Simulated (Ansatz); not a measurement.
`C/C=C\BCl` + `B[SiH2]F` → `B[SiH](F)BCl` + `C=CC`  (formal exchange of groups at a B–C bond)

Calculated with Ansatz (gas phase, PBE0-D4/def2-TZVP geometries, no zero-point term in ΔE). CCSD(T)/CBS is the MP2 limit (def2-TZVPP, def2-QZVPP) plus CCSD(T) − MP2 in def2-TZVPP, frozen cores. DFT in def2-TZVPP. B3LYP here is the variant with VWN-RPA as its local correlation; programs differ in this. One conformer a species, not always the lowest.

`C/C=C\BCl`:

```xyz
11

C     1.154    0.882   -0.490
C     0.783   -0.513   -0.144
C    -0.408   -0.965    0.285
B    -1.645   -0.098    0.502
Cl   -3.132   -0.841    1.067
H     1.994    1.211    0.131
H     0.331    1.583   -0.368
H     1.507    0.929   -1.526
H     1.592   -1.235   -0.259
H    -0.481   -2.032    0.488
H    -1.695    1.078    0.316
```

`B[SiH2]F`:

Cartesian coordinates in Å:
```
B 0.676 0.951 -0.297
Si -0.448 -0.628 0.198
F -1.700 -0.259 1.135
H 0.452 2.070 0.057
H 1.633 0.766 -0.992
H 0.376 -1.629 0.932
H -0.989 -1.271 -1.033
```

`B[SiH](F)BCl`:

Cartesian coordinates in Å:
```
B 0.140 -0.946 1.397
Si -0.572 -0.375 -0.380
F -0.623 -1.564 -1.466
B 0.537 1.165 -1.066
Cl 0.554 2.628 -0.126
H 0.567 -2.040 1.615
H 0.164 -0.140 2.280
H -1.971 0.118 -0.198
H 1.204 1.153 -2.055
```

`C=CC`:

Z-matrix (Å, degrees):
```
C
C 1 1.490
H 1 1.095 2 111.0
H 1 1.095 2 111.0 3 118.3
H 1 1.092 2 111.5 3 -120.8
C 2 1.325 1 125.1 3 120.8
H 2 1.088 1 116.2 3 -59.2
H 6 1.084 2 121.6 1 -180.0
H 6 1.086 2 121.4 1 0.0
```

```tsv
species	B3LYP energy (Eh)
`C/C=C\BCl`	-603.09322
`B[SiH2]F`	-416.69868
`B[SiH](F)BCl`	-901.81291
`C=CC`	-117.96006
```

Q: Work out ΔE.

A: ΔE = (-901.81291) + (-117.96006) − (-603.09322) − (-416.69868) = 0.01893 Eh = +49.7 kJ/mol. CCSD(T)/CBS gives +46.5 kJ/mol.

Largest T1 diagnostic among the species: 0.014.

From PBE to PBE0 (25 % exact exchange), in def2-TZVPP and without D4, ΔE moves by +3.9 kJ/mol.
